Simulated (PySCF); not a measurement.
N, quartet. Base run: DF-HF/3-21G in PySCF.

The PySCF input:
```python
from pyscf import gto, scf

mol = gto.M(
    atom='''
N     0.00000000    0.00000000    0.00000000
''',
    basis='3-21g',
    spin=3,
    verbose=4,
)

mf = scf.UHF(mol)
mf = mf.density_fit(auxbasis='def2-universal-jkfit')
mf.kernel()
```

The base run was repeated with changes; each row names its change, and settings that it needs were set with it.

| change | basis functions | E (Eh) | HOMO (eV) |
|---|---|---|---|
| base | 9 | -54.10535 | -15.07 |
| basis = STO-3G | ? | ? | ? |
| basis = 6-311G** | 18 | -54.39798 | -15.46 |
| basis = def2-SVPD | ? | ? | ? |
| basis = 6-311++G** | 22 | -54.39889 | -15.55 |
| basis = aug-pcseg-1 | ? | ? | ? |
| basis = pcseg-2 | 30 | -54.39880 | -15.53 |
| basis = pc-2 | 30 | -54.40027 | -15.53 |
| basis = def2-TZVPP | 31 | -54.40274 | -15.53 |
| basis = def2-TZVP | 31 | -54.40274 | -15.53 |
| basis = def2-TZVPD | 37 | -54.40277 | -15.53 |
| basis = cc-pVQZ | ? | ? | ? |
| basis = def2-QZVP | 57 | -54.40438 | -15.53 |

**Question.** Some entries are withheld; supply them.

**Answer.** 
- basis = STO-3G, basis functions: 5
- basis = STO-3G, E (Eh): -53.71912
- basis = STO-3G, HOMO (eV): -12.96
- basis = def2-SVPD, basis functions: 20
- basis = def2-SVPD, E (Eh): -54.33724
- basis = def2-SVPD, HOMO (eV): -15.59
- basis = aug-pcseg-1, basis functions: 23
- basis = aug-pcseg-1, E (Eh): -54.37002
- basis = aug-pcseg-1, HOMO (eV): -15.51
- basis = cc-pVQZ, basis functions: 55
- basis = cc-pVQZ, E (Eh): -54.40371
- basis = cc-pVQZ, HOMO (eV): -15.52

Totals compare only among sets that treat the same electrons; sets with core potentials leave the core out.

Open shells are given as the SCF converged; they aren't shown to be the lowest states, and a large step between rows can be another state.
